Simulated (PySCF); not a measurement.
## Sr (strontium, neutral): UHF calculation

Configuration: [Kr] 4d1 5s1, high-spin 3D determinant (an excited configuration). Calculation: PySCF 2.14, in def2-QZVPPD with the def2 core potential (28 electrons); a scalar-relativistic core potential.

```json
{
 "Total energy": "-30.279094 hartree",
 "One-electron energy": "-50.0837 hartree",
 "Hartree (Coulomb) energy": "23.7512 hartree",
 "Exchange energy": "-3.9466 hartree",
 "⟨S²⟩": "2.0023",
 "⟨L²⟩": "6.013",
 "Sum of ⟨r⟩": "20.95 bohr",
 "Sum of ⟨r²⟩": "65.68 bohr²",
 "Traceless quadrupole moment −½Σ⟨3z² − r²⟩ along its main axis": "5.56 e·bohr²"
}
```

```csv
shell,electrons,mean orbital energy (hartree),spread (hartree),"rms radius, mean of both spins (bohr)"
4s α,1,-1.91814,0,1.47
4s β,1,-1.90137,0,1.47
4p α,3,-1.06949,0.00854,1.70
4p β,3,-1.04702,0.01991,1.70
5s α,1,-0.18753,0,4.94
4d α,1,-0.11795,0,4.42
```

Energies and moments cover only the electrons outside the core potential.
